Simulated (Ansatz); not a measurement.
H$_{10}$Si$_{4}$, quintet, geometry from GFN2-xTB of the parent state (a higher spin typed on purpose: for a closed-shell molecule this is an excited state); R2SCAN/STO-3G (Ansatz, a program for electronic structure).

Here is a job for Ansatz.
Ansatz 0.2 input:
```yaml
crystal:
  periodic: [false, false, false]
  atoms:
    - {symbol: Si, position_ang: [-0.01394313, 2.09614472, -0.79913652]}
    - {symbol: Si, position_ang: [0.04558500, 0.14517732, 0.46898895]}
    - {symbol: Si, position_ang: [1.91744944, -1.16426879, 0.02240857]}
    - {symbol: Si, position_ang: [-1.94350764, -1.05927062, 0.36518505]}
    - {symbol: H, position_ang: [1.20137455, 2.90488590, -0.67825699]}
    - {symbol: H, position_ang: [-0.16176468, 1.78520261, -2.22362805]}
    - {symbol: H, position_ang: [-1.12917524, 2.98053605, -0.45309522]}
    - {symbol: H, position_ang: [0.18280575, 0.58219256, 1.88074744]}
    - {symbol: H, position_ang: [3.18280585, -0.44523778, 0.18824825]}
    - {symbol: H, position_ang: [1.89596136, -1.64599453, -1.36149566]}
    - {symbol: H, position_ang: [2.00972012, -2.35449961, 0.87123596]}
    - {symbol: H, position_ang: [-1.95871071, -2.23300110, 1.24140469]}
    - {symbol: H, position_ang: [-3.12199303, -0.26661890, 0.72371910]}
    - {symbol: H, position_ang: [-2.17919530, -1.55642221, -0.99312418]}
basis:
  gaussian:
    orbitals: STO-3G
hamiltonian:
  xc: r2scan
magnetization: {spin_polarized: true, initial_magnetization: 4}
```

What the program printed (banner, timings and long lists left out):

```
Functional definition: r2SCAN
522 factors; integrals over basis functions are off by at most 3.7e-5 eV
mean field evaluation 1: about -31285.8407 eV, gradient 1.8e1 eV
mean field evaluation 2: about -31284.0342 eV, gradient 2.2e1 eV
mean field evaluation 4: about -31288.6813 eV, gradient 1.3e0 eV
mean field evaluation 8: about -31288.6496 eV, gradient 1.5e-1 eV
mean field evaluation 16: about -31288.6499 eV, gradient 1.2e-3 eV
mean field evaluation 32: about -31288.6538 eV, gradient 1.4e-4 eV
mean field evaluation 64: about -31288.6506 eV, gradient 1.1e-1 eV
mean field evaluation 96: about -31288.6538 eV, gradient 6.0e-3 eV
mean field evaluation 128: about -31288.6518 eV, gradient 6.5e-2 eV
mean field evaluation 160: about -31288.6612 eV, gradient 3.9e-2 eV
mean field -31288.65381929 eV, -1149.8368196477 hartree, gradient 5.4e-6 eV, S^2 6.006628; 16 other end points of the search recorded, 0 dependent functions left out
reference -31288.65382925 eV, -1149.8368200135 hartree; 35, 31 occupied and 11, 15 virtual orbitals, 522 factors
Total energy: -31288.65382925 eV, -1149.8368200135 hartree
```
